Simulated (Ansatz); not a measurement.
Al₁₀As₁₀H₃₀, a nanocrystal cut from zinc blende AlAs (hydrogen-capped). Total charge 0; triplet. Geometry r2SCAN-D4/def2-SVP, that of the neutral singlet; atoms count from 1.

Cartesian coordinates in Å:
```
Al 1.753 2.577 -0.484
Al 3.555 -1.078 -2.703
Al 1.845 0.048 2.556
Al 2.611 -3.402 0.347
Al -0.045 1.433 -4.074
Al -1.463 2.118 1.812
Al -3.539 1.782 -2.318
Al -0.397 -0.895 -0.735
Al -1.224 -3.413 2.808
Al -3.992 -1.153 1.170
As 3.474 1.323 -1.823
As 0.377 3.317 -2.425
As 0.408 0.912 0.745
As 1.593 -2.110 -1.525
As 3.601 -1.355 1.476
As 0.618 -1.854 3.656
As -1.609 0.197 -2.579
As -3.088 2.760 0.002
As -2.924 0.401 2.874
As -1.861 -2.327 0.633
H 2.398 3.721 0.408
H 3.425 -1.056 -4.284
H 4.844 -1.651 -1.951
H 2.350 1.134 3.597
H 3.721 -4.430 -0.134
H 1.536 -3.761 1.476
H 1.428 0.806 -4.055
H -0.741 1.946 -5.407
H -1.046 3.350 2.722
H -3.182 3.027 -3.256
H -4.965 1.089 -2.328
H -0.645 -4.883 2.660
H -2.420 -3.060 3.810
H -4.364 -0.050 0.073
H -5.077 -2.110 1.826
H 3.771 2.255 -2.974
H 4.760 1.570 -1.063
H 1.147 4.459 -3.047
H -0.836 4.096 -1.982
H 1.037 -3.157 -2.464
H 4.539 -0.527 0.636
H 4.563 -1.711 2.584
H 1.726 -2.707 4.226
H 0.158 -1.262 4.971
H -2.123 -0.950 -3.420
H -2.860 4.248 -0.162
H -4.408 2.865 0.729
H -3.947 1.185 3.662
H -2.228 -0.267 4.034
H -2.252 -3.451 -0.300
```

Single mean-field runs in def2-SVP are fitted with def2-universal-jkfit. At PBE0-D4/def2-SVP a singlet of charge 0 lies 4.68 eV below the triplet at the same geometry.

Q: Estimate the Mulliken populations of the heavy atoms from the PBE0/def2-SVP orbitals of Ansatz.

A: 
```tsv
atom	charge (e)	spin (α − β)
Al1	0.44	0.11
Al2	0.36	0.01
Al3	0.44	0.12
Al4	0.40	0.02
Al5	0.40	0.04
Al6	0.45	0.06
Al7	0.36	0.00
Al8	0.51	0.23
Al9	0.36	0.07
Al10	0.39	-0.01
As11	-0.23	0.00
As12	-0.22	0.02
As13	-0.67	0.00
As14	-0.45	0.10
As15	-0.23	0.00
As16	-0.23	0.00
As17	-0.40	0.41
As18	-0.23	0.04
As19	-0.23	0.02
As20	-0.42	0.29
```
Mulliken values depend strongly on the basis.

Q: Where does the spin sit?

A: Summed by element: Al 0.67, As 0.88, H 0.46, of 2 unpaired in all. Largest on single atoms: As17 0.41, As20 0.29, Al8 0.23.

Q: And the Mayer bond orders between heavy atoms (over 0.3)?

A: Al1–As11 0.70 (2.52 Å); Al1–As12 0.73 (2.49 Å); Al1–As13 0.68 (2.47 Å); Al2–As11 0.56 (2.56 Å); Al2–As14 0.62 (2.51 Å); Al3–As13 0.68 (2.47 Å); Al3–As15 0.73 (2.49 Å); Al3–As16 0.68 (2.52 Å); Al4–As14 0.65 (2.49 Å); Al4–As15 0.56 (2.54 Å); Al5–As12 0.58 (2.54 Å); Al5–As17 0.62 (2.49 Å); Al6–As13 0.72 (2.47 Å); Al6–As18 0.69 (2.52 Å); Al6–As19 0.73 (2.49 Å); Al7–As17 0.64 (2.51 Å); Al7–As18 0.57 (2.56 Å); Al8–As13 0.76 (2.47 Å); Al8–As14 0.81 (2.46 Å); Al8–As17 0.66 (2.46 Å); Al8–As20 0.70 (2.46 Å); Al9–As16 0.58 (2.56 Å); Al9–As20 0.56 (2.51 Å); Al10–As19 0.56 (2.54 Å); Al10–As20 0.68 (2.49 Å).
